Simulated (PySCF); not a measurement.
# NaHg and its ions

UHF-MP2; basis Na cc-pVDZ, Hg cc-pVDZ-PP with ECP60; scalar-relativistic core potentials; PySCF 2.14. Neutral (UHF): doublet (σ ↑), Re = 3.723 Å, ωe = 41.9 cm⁻¹, De = 0.06 eV.

NaHg⁺ (RHF): singlet (closed shell), Re = 3.134 Å, ωe = 109 cm⁻¹, De = 0.31 eV to Na⁺ + Hg. The energies at the minima are -314.88315 hartree for NaHg and -314.71018 for NaHg⁺.

(1) Work out the adiabatic ionisation energy, without and with harmonic zero-point energies (1 hartree = 27.2114 eV, 1 eV = 8065.5 cm⁻¹), and the change of the bond length.

Correlated steps freeze 1 core orbital. Weak bonds: NaHg, NaHg⁺. Basis-set superposition, not corrected here, can be much of De in a small basis, most of all at correlated wavefunction levels. Spin–orbit coupling is left out. For an ion De counts to the pair picked by the measured ionisation energies or electron affinities, which need not be the lowest pair at this level. States were picked by a PBE0 search and need not be the measured ground states.

Neutral and ion stand on different kinds of reference determinant, which adds to the error of the difference.

Results:

(1) At MP2: 0.17297 hartree = 4.707 eV between the minima; the zero-point term (109.0 − 41.9)/2 cm⁻¹ = +0.004 eV makes it 4.711 eV. Re changes by -58.9 pm against the neutral. The electron leaves a σ orbital, and the shorter bond of the ion fits an antibonding orbital, or a change in how ionic the bond is.
